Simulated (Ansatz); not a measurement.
Two structures, one formula

Two isomers of CH4FSn (charge +1), singlet, relaxed at PBE0-D4/def2-TZVP (vibrations not checked).

A:

```
7
angstrom
F -1.8184 0.1746 -0.5669
C -0.7087 -0.5837 -0.4340
Sn 0.8456 0.5997 0.4863
H -0.3426 -0.9218 -1.4098
H -0.8979 -1.4508 0.2085
H 0.5347 2.2097 0.9066
H 2.3873 -0.0277 0.8094
```

B:

```csv
atom,x (Å),y (Å),z (Å)
F1,-0.8662,-1.5765,1.1939
C2,-0.3761,-1.1554,0.1202
Sn3,0.3286,0.9887,-0.1228
H4,-0.3514,-1.9612,-0.6336
H5,-0.6666,1.4096,-1.4243
H6,-0.0055,1.6393,1.3936
H7,1.9371,0.6555,-0.5270
```

Computed with Ansatz 0.2.0 (basis: def2-TZVPP); correlated methods freeze the cores. Filled d shells of the heavier atoms are correlated. Core potentials replace the inner electrons of the atoms past krypton. The def2 sets are not built for correlating such inner shells, so the correlated values are less sure here. B3LYP uses VWN-RPA correlation.

Question: Which structure is lower at CCSD(T), and by how much? (Judge from chemistry; the value comes from the calculation.)

Answer: Computed: A, by 34.96 kcal/mol (electronic energy, against the other). By their contacts, A is CH₄FSn ([F][CH2][SnH2]), total charge +1 and B is CH₄FSn ([F][CH][SnH3]), total charge +1.

All methods give the same order:

```json
{"method": "PBE-D4", "E(B) − E(A) (kcal/mol)": "38.64"}
{"method": "r2SCAN-D4", "E(B) − E(A) (kcal/mol)": "37.33"}
{"method": "PBE0-D4", "E(B) − E(A) (kcal/mol)": "39.30"}
{"method": "B3LYP-D4", "E(B) − E(A) (kcal/mol)": "37.22"}
{"method": "wB97M-V", "E(B) − E(A) (kcal/mol)": "35.53"}
{"method": "HF", "E(B) − E(A) (kcal/mol)": "30.12"}
{"method": "MP2", "E(B) − E(A) (kcal/mol)": "39.17"}
{"method": "CCSD", "E(B) − E(A) (kcal/mol)": "35.01"}
{"method": "CCSD(T)", "E(B) − E(A) (kcal/mol)": "34.96"}
```

T1 diagnostic: at most 0.018.

Labels in which every atom is bracketed show which atoms are joined, not bond orders.
